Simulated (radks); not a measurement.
Problem. Sb14+, configuration [Kr] 4d1. Method: scalar-relativistic Kohn-Sham, SCAN, spin-polarised, spherical densities, finite nucleus; open shells are filled with parallel spins first (spin-orbit coupling, left out, can overturn this in heavy ions); meta-GGA in the generalised Kohn-Sham scheme; Fermi nuclear charge, rms radius 4.6802 fm; computed with a radial shooting solver on a logarithmic mesh with Libxc functionals. Some entries of the table are withheld. Estimate them.

orbital  occ.  eigenvalue (eV)  r(max) (bohr)  <r^2> (bohr^2)
1s up       1        -30684.55        0.01835        0.001094
1s down     1        -30684.54        0.01835        0.001094
2s up       1        -4963.663         0.1035         0.01770
2s down     1        -4963.161         0.1035         0.01770
2p up       3        -4486.091        0.08308         0.01400
2p down     3        -4485.679        0.08307         0.01400
3s up       1        -1230.906         0.2986          0.1232
3s down     1        -1230.688         0.2987          0.1231
3p up       3        -1073.857         0.2922          0.1235
3p down     3        -1073.574         0.2922          0.1234
3d up       5              (1)         0.2432          0.1082
3d down     5              (2)         0.2433          0.1082
4s up       1        -437.2497         0.6991          0.6117
4s down     1        -434.9645         0.6982          0.6116
4p up       3        -384.3677         0.7261          0.6705
4p down     3        -382.0736         0.7253          0.6703
4d up       1        -304.5756         0.7602          0.7695

Solution. 
(1) 3d up eigenvalue (eV): -836.7070
(2) 3d down eigenvalue (eV): -836.2084
